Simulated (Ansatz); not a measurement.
Geometry optimisation, RKS BLYP/def2-SVP in Ansatz 0.2.0.

input.yaml

```yaml
crystal:
  periodic: [false, false, false]
  atoms:
    - { symbol: C, position_ang: [0.0544, 0.9935, -0.0416] }
    - { symbol: B, position_ang: [-0.1126, -0.5119, -0.388] }
    - { symbol: S, position_ang: [1.0739, -1.7349, 0.3478] }
    - { symbol: Cl, position_ang: [-1.3698, -1.1004, -1.5101] }
    - { symbol: H, position_ang: [0.8611, 1.2106, 0.6154] }
    - { symbol: H, position_ang: [0.1656, 1.6233, -0.9936] }
    - { symbol: H, position_ang: [-0.9046, 1.3841, 0.4344] }
    - { symbol: H, position_ang: [0.3242, -1.9213, 1.4798] }
basis:
  gaussian: { orbitals: def2-SVP }
hamiltonian:
  xc: blyp
relax:
  f_tol: 0.015
  max_steps: 40
```

Command:

```bash
$ ansatz run input.yaml --threads 1 --pin off --max-ram 2048MiB --backend cpu --events-out ev --progress --plain --runs-dir out
```

**Question.** Where does it end, and by what steps?

**Answer.** It converged. The force dipped under the threshold on the way, but the program's further checks kept it going. After 16 steps the energy has fallen by 0.709 eV; H8 moved furthest, 1.03 Å.

| step | energy less start (eV) | largest force component (eV/Å) | accepted |
| --- | --- | --- | --- |
| 0 | 0.0000 | 1.959 | yes |
| 1 | -0.0945 | 0.597 | yes |
| 2 | -0.1582 | 0.698 | yes |
| 3 | -0.2438 | 1.240 | yes |
| 4 | -0.3955 | 1.387 | yes |
| 5 | -0.6019 | 0.840 | yes |
| 6 | -0.6960 | 0.234 | yes |
| 7 | -0.7074 | 0.066 | yes |
| 8 | -0.7043 | 0.204 | no |
| 9 | -0.7082 | 0.024 | yes |
| 10 | -0.7086 | 0.003 | yes |
| 11 | -0.7088 | 0.044 | yes |
| 12 | -0.7089 | 0.027 | yes |
| 13 | -0.7090 | 0.002 | yes |
| 14 | -0.7091 | 0.012 | yes |
| 15 | -0.7091 | 0.019 | no |
| 16 | -0.7091 | 0.004 | yes |

```xyz
8
Properties=species:S:1:pos:R:3
C -0.032 0.919 0.024
B -0.247 -0.584 -0.398
S 0.487 -2.031 0.417
Cl -1.300 -0.963 -1.798
H 0.633 1.063 0.898
H 0.386 1.496 -0.830
H -1.012 1.392 0.252
H 1.178 -1.350 1.378
```

Whether the end is a true minimum wasn't checked by a vibrational analysis.

Run time: 16 s on 1 thread of AMD EPYC 9R45 96-Core Processor (Zen 5), on a shared host, peak memory 0.16 GiB.
